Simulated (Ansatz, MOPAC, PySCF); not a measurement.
Complex: NH3 (SMILES N) (first 4 atoms) with PH3 (SMILES P); geometry from B3LYP-D3(BJ)/def2-TZVP.
(charge 0, multiplicity 1):
```xyz
8

N     -0.06426    -0.11648     0.07645
H     -0.90631    -0.68055     0.07660
H     -0.34211     0.83583    -0.13135
H      0.52022    -0.43874    -0.68638
P     -0.08892     0.44719     3.25024
H      1.15658     0.94732     2.80239
H      0.27004     0.51949     4.62556
H      0.29869    -0.90768     3.12327
```

Interaction energies are E(AB) − E(A) − E(B) at the monomers' geometry in the complex; basis-set methods are counterpoise corrected. Rows marked so take none.

Rows in 3-21G carry no dispersion term and start afresh at each structure. The state that PM3, PM6 reach isn't checked.

Programs: Ansatz (a program for electronic structure); MOPAC for PM3, PM6 (differences of heats of formation); PySCF for 3-21G rows, the dispersion terms. Values without a source in brackets are computed.

Problem. One of these levels gives 3.91 kcal/mol for the interaction energy. Name it.
(A) HF/3-21G (no counterpoise)
(B) PM3
(C) PM6
(D) BHLYP-D4/def2-TZVPPD

Solution. B, PM3. The others give -0.86 (PM6), -3.60 (HF/3-21G (no counterpoise)), -1.87 (BHLYP-D4/def2-TZVPPD)
